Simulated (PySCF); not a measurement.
C₄H₂N₂.

```xyz
8

C     -0.1344    -2.9693     0.0000
C      0.0918    -1.7775     0.0000
C      0.4340    -0.3987     0.0000
N     -0.4662     0.5172     0.0000
C     -0.1236     1.8001     0.0000
N      0.0712     2.9481     0.0000
H     -0.3536    -4.0226     0.0000
H      1.5123    -0.1626     0.0000
```
Charge 0, spin multiplicity 1.

Geometry: PBE0-D3(BJ)/def2-SVP. The structure was generated by enumeration; whether it is a known compound was not checked.

These are PySCF with PBE/pcSseg-1 values and carry that method's errors. Non-relativistic, no solvent.

Computed absolute GIAO shielding of each atom: isotropic value and principal components (ppm):
| atom | σ(iso) | σ11 | σ22 | σ33 | span |
|---|---|---|---|---|---|
| C1 | 74.6 | 24.2 | 33.6 | 166.0 | 141.9 |
| C2 | 91.8 | -4.1 | 4.5 | 275.0 | 279.2 |
| C3 | 15.9 | -93.5 | 18.3 | 123.0 | 216.5 |
| N4 | -97.8 | -465.7 | -41.1 | 213.4 | 679.2 |
| C5 | 58.5 | -55.1 | -47.4 | 278.1 | 333.2 |
| N6 | -74.5 | -187.3 | -97.2 | 61.1 | 248.5 |
| H7 | 27.0 | 24.3 | 24.5 | 32.3 | 8.0 |
| H8 | 23.2 | 20.9 | 22.8 | 25.9 | 5.0 |
